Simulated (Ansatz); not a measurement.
Pd4H3. Charge 0, multiplicity 2. Geometry B3LYP-D4/def2-SVP, basis def2-TZVP, Ansatz.

Cartesian coordinates in Å:
```
Pd 1.260 -0.502 0.061
Pd -0.782 1.290 0.981
Pd -0.219 1.169 -1.638
Pd -1.345 -1.046 -0.280
H -1.338 -0.034 -1.604
H 1.792 -1.372 1.239
H 0.631 0.494 1.241
```

```json
{"run": "A", "HOMO (eV)": "-6.02", "LUMO (eV)": "-2.23"}
{"run": "B", "HOMO (eV)": "-4.88", "LUMO (eV)": "-4.58"}
{"run": "C", "HOMO (eV)": "-4.68", "LUMO (eV)": "-4.03"}
{"run": "D", "HOMO (eV)": "-5.32", "LUMO (eV)": "-3.60"}
{"run": "E", "HOMO (eV)": "-4.62", "LUMO (eV)": "-4.22"}
{"run": "F", "HOMO (eV)": "-5.42", "LUMO (eV)": "-3.29"}
```

In the def2 sets Pd takes a core potential; there is no spin–orbit coupling. B3LYP takes the VWN-RPA correlation. No other spin state of charge 0 was run. Another isomer (doublet) lies 0.27 eV lower at PBE0-D4/def2-TZVP; other spin states weren't run for this one.

HOMO and LUMO are taken over both spins.

Problem. The runs used B3LYP, BHLYP, LDA (SPW92), PBE, PBE0, r2SCAN. Estimate which is which.

Solution. A BHLYP (50 % exact exchange); B LDA (SPW92) (0 % exact exchange); C r2SCAN (0 % exact exchange); D B3LYP (20 % exact exchange); E PBE (0 % exact exchange); F PBE0 (25 % exact exchange). Exact exchange lowers occupied and raises empty levels; among semilocal functionals meta-GGAs tend to open the gap a little, and such runs are hard to tell apart. The gap grows from 0.30 eV (LDA (SPW92)) to 3.79 eV (BHLYP). At BHLYP-D4/def2-TZVP the charge 0 doublet is spin-contaminated (final ⟨S²⟩ up to 0.91, 0.75 for a pure state).
